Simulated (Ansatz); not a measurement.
Reaction (hydrogen abstraction from the N–H bond): `N[SiH](O)F` + `[CH3]`• → `[NH][SiH](O)F`• + CH₄

Computed with Ansatz on PBE0-D4/def2-TZVP structures; ΔE is electronic, products minus reactants. CBS: def2 TZ/QZ extrapolation, frozen cores. DFT in def2-TZVPP. Open shells (•) are unrestricted, without spin–orbit coupling. Each species was taken in one conformer, which may not be the lowest.

| level | ΔE (kJ/mol) |
| --- | --- |
| CAM-B3LYP-D4 | 34.3 |
| ωB97M-V | 34.1 |
| B2PLYP | 34.5 |
| PBE-QIDH | 39.3 |
| CCSD(T)/def2-TZVPP | 35.5 |
| CCSD/def2-QZVPP | 37.1 |
| CCSD(T)/cc-pV(T+d)Z | 34.0 |
| CCSD/cc-pV(Q+d)Z | 36.4 |

(1) What does CCSD(T)/CBS give? (Best estimate.)

Largest T1 diagnostic among the species: 0.013.

Results:

(1) Computed: +39.8 kJ/mol. The listed levels differ from it by -5.5, -5.7, -5.3, -0.5, -4.3, -2.7, -5.8, -3.4 kJ/mol.

In def2-TZVPP, CCSD(T) changes the Hartree–Fock value by +14.5 kJ/mol (the triples alone add +0.6 kJ/mol) and MP2 by +28.3 kJ/mol. From PBE to PBE0 (25 % exact exchange), in def2-TZVPP and without D4, ΔE moves by +4.0 kJ/mol.
